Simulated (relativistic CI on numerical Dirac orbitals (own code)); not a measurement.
# Spin-allowed bands of a d8 ion in a tetrahedral site, by hand

Problem. Take Δ = 5500 cm⁻¹ and B = 680 cm⁻¹ for a d8 ion in a tetrahedral site. Calculate the three spin-allowed bands.

Working.
1. The terms of highest spin are 3F (energy 0) and 3P (15B = 10200 cm⁻¹). Here the F term splits into A2 at +1.2Δ = 6600, T2 at +0.2Δ = 1100 and T1 at −0.6Δ = -3300 cm⁻¹.
2. The two T1 states mix through the element 0.4Δ: H = [[-3300, 2200], [2200, 10200]], with roots ½(H₁₁ + H₂₂) ∓ ½√[(H₂₂ − H₁₁)² + 4H₁₂²] = ½(6900) ∓ ½(14199) = -3649 and 10549 cm⁻¹.
3. The ground term is 3T1 at -3649 cm⁻¹.
4. Bands: 3T2 4749 cm⁻¹ (2105 nm), 3A2 10249 cm⁻¹ (976 nm), 3T1(P) 14199 cm⁻¹ (704 nm).

Check. Exact diagonalisation of the whole d8 shell with these parameters gives 3T2 4749, 3A2 10249, 3T1 14199 cm⁻¹. The match is exact, since without spin-orbit coupling no other term has this spin. The ratio of the second band to the first, 2.158, depends on Δ/B = 8.1 alone, which is how a Tanabe-Sugano diagram is read.
